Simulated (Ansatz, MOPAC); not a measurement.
The molecule PH-, multiplicity 2 (lowest of 2S+1 = 2, 4 at CCSD(T)/def2-TZVPP on PBE0 minima; our sources give no spin for the ground state, which may be another).

Constants: fifth-degree fit in 1/R to seven points, most abundant isotopes. In def2 and cc sets the state is the lowest found near the PBE0 minimum, followed along R.

Frozen-core correlation. CBS: X⁻³ extrapolation of the correlation energy, Hartree–Fock from the larger set. The state that PM6 reach isn't checked.

The values were computed with Ansatz (Gaussian basis) for Hartree–Fock, density functionals and correlated methods; MOPAC for PM6 (differences of heats of formation). Each number belongs to the level named beside it.

What bond length and harmonic frequency does PM6 give?

r_e = 1.422 Å, ω_e = 2699 cm⁻¹.

What bond length and harmonic frequency does CCSD/aug-cc-pV(5+d)Z give?

r_e = 1.434 Å, ω_e = 2284 cm⁻¹.

What bond length and harmonic frequency does CCSD(T)/CBS(aug-cc-pV(Q+d)Z, aug-cc-pV(5+d)Z) give?

r_e = 1.436 Å, ω_e = 2265 cm⁻¹.

Ansatz is a program for electronic structure.
